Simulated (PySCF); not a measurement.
How methods differ on the ionisation energy of Ru¹⁷⁺

Ru¹⁷⁺ [Ar] 3d9 [3d3/2^4 3d5/2^5, M_J = 5/2] → Ru¹⁸⁺ [Ar] 3d8 [3d3/2^4 3d5/2^4, M_J = 4], as a difference of total energies. All numbers are calculated (PySCF 2.14, the two-component X2C-1e Hamiltonian, in an uncontracted even-tempered set (17 s from 1.7 bohr⁻², ratio 2.8; 13 p from 2.2 bohr⁻², ratio 2.8; 8 d from 2.2 bohr⁻², ratio 2.8; 4 f from 11 bohr⁻², ratio 3)). Correlated levels: [Ne] frozen; the 82 highest virtual spinors dropped. "Screened" scales the spin-orbit matrix elements by Boettger's factors to mimic the two-electron term; Breit and QED terms are absent.

```tsv
method	ionisation energy (eV)
GHF (spin-free)	725.91
GMP2 (spin-free)	727.43
GHF (screened spin-orbit)	724.57
GMP2 (screened spin-orbit)	726.10
```

Q: How much does correlation contribute at GMP2 (screened spin-orbit)?

A: 726.10 − (724.57) = 1.53 eV, measured against GHF (screened spin-orbit).

Breit and QED terms and the two-electron picture change are absent.

The spin-free rows relax to the high-spin LS determinant and lack the spin-orbit shift.

The labels give the starting determinants; with spin-orbit coupling the two ends relaxed to ⟨J²⟩ = 8.75, ⟨L²⟩ = 6.01, ⟨S²⟩ = 0.76 and ⟨J²⟩ = 20.00, ⟨L²⟩ = 12.20, ⟨S²⟩ = 1.96.

For comparison: 723 ± 3 eV (theoretical estimate listed by NIST; NIST Atomic Spectra Database, ionization energies).
